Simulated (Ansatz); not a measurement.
Input file for Ansatz (a program for electronic structure): R-CCSD(T)/cc-pV(T+d)Z on FH4NOSi (SMILES N[SiH](O)F), a point of a torsion scan. Files ending in .json are basis or fitting sets from the Basis Set Exchange.

Ansatz 0.2 input:
```yaml
crystal:
  periodic: [false, false, false]
  atoms:
    - {symbol: N, position_ang: [1.23616835, -0.34603751, -0.18061437]}
    - {symbol: Si, position_ang: [-0.28436601, 0.39737151, 0.09870424]}
    - {symbol: O, position_ang: [-1.47714968, -0.44132857, -0.59515805]}
    - {symbol: F, position_ang: [-0.24552060, 1.76826292, -0.71905687]}
    - {symbol: H, position_ang: [2.06917991, 0.20722626, -0.07420675]}
    - {symbol: H, position_ang: [1.40731536, -1.29265327, 0.11147561]}
    - {symbol: H, position_ang: [-0.61412654, 0.76232220, 1.46718000]}
    - {symbol: H, position_ang: [-1.72814290, -1.31169509, -0.30825129]}
basis:
  gaussian:
    orbitals: cc-pV_T+d_Z.json
magnetization: {spin_polarized: false}
correlation: {method: ccsd_t, electrons: outside_noble_gas}
scf: {lower_state_search: off}
```

Task: What total energy does the run end on?

Result: -521.1584 hartree (reference determinant -520.2850, T1 diagnostic 0.011).

Task: How many basis functions does it have, and what does it roughly cost on one machine?

Result: 185 functions; around 100 core-seconds (rough).
